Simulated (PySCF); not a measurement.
# Ionisation energy of Rb²²⁺ by level of theory

Rb²²⁺ [Ne] 3s2 3p3 (4S) → Rb²³⁺ [Ne] 3s2 3p2 (3P), as a difference of total energies. All numbers are calculated (PySCF 2.14, the spin-free X2C one-electron Hamiltonian (Gaussian nucleus), in an even-tempered Gaussian basis (18 s from 2.5 bohr⁻², ratio 2.5; 12 p from 3.2 bohr⁻², ratio 2.5; 5 d from 14 bohr⁻², ratio 2.7; 4 f from 22 bohr⁻², ratio 2.7)). Correlated levels: outer shells: 1s2 frozen; virtual orbitals above 40 to 60 times the deepest correlated orbital energy dropped. The calculations carry no spin-orbit coupling.

```csv
method,ionisation energy (eV)
UHF,1022.6
LDA,1023.3
PBE,1023.5
PBE0,1023.6
r2SCAN,1024.2
B97-3,1023.3
M06-2X,1023.6
MP2 (outer shells),1023.2
SCS-MP2 (outer shells),1022.9
```

Spin-orbit coupling is strong in these open shells (close to jj coupling). The scalar numbers leave it out and a first-order estimate fails, so it can dominate the gap to the real levels.

Breit and QED terms and the two-electron picture change are absent.

For comparison: 1024 ± 4 eV (semi-empirical (NIST evaluation); NIST Atomic Spectra Database, ionization energies).
